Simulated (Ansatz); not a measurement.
Species: 3-ethenylselanylprop-1-ene, C$_{5}$H$_{8}$Se (charge 0, singlet). SMILES: C=CC[Se]C=C
Geometry from a B3LYP-D3(BJ)/def2-TZVP (Ansatz, a quantum-chemistry and plane-wave program) optimisation:
```
C
H 1 1.0875
H 1 1.0900 2 109.60
C 1 1.4859 2 112.05 3 -124.57
C 4 1.3279 1 124.18 2 -10.57
H 5 1.0820 4 121.55 1 -179.53
H 5 1.0840 6 116.98 4 179.89
H 4 1.0856 5 119.79 6 -1.05
Se 1 1.9910 2 108.36 3 114.57
C 9 1.9075 1 97.68 2 -81.12
C 10 1.3269 9 124.09 1 151.13
H 11 1.0828 10 122.32 9 -4.38
H 11 1.0831 12 117.09 10 -179.42
H 10 1.0846 11 121.32 12 179.40
```

Property: vertical triplet-singlet gap (E(triplet) - E(singlet); each state is the SCF solution reached for its spin), in eV. Cores are frozen in the correlated levels unless marked. Open shells are spin-unrestricted. No spin-orbit coupling. The frozen core is the preceding noble-gas configuration, with the filled d and f shells of earlier blocks. Non-relativistic. Basis-set limits of correlation are two-point, X^-3; Hartree-Fock from the larger set. [CCSD(T)-MP2]/basis is that difference in the basis named.

```json
[
 {"level": "HF/aug-cc-pVDZ", "program": "Ansatz", "vertical triplet-singlet gap (eV)": "3.26"}
]
```

Q: What does RI-MP2/CBS(aug-cc-pVTZ,aug-cc-pVQZ)+[CCSD(T)-MP2]/aug-cc-pVTZ (Ansatz) give?

A: 4.08 eV, so HF/aug-cc-pVDZ differs from it by -0.82 eV.
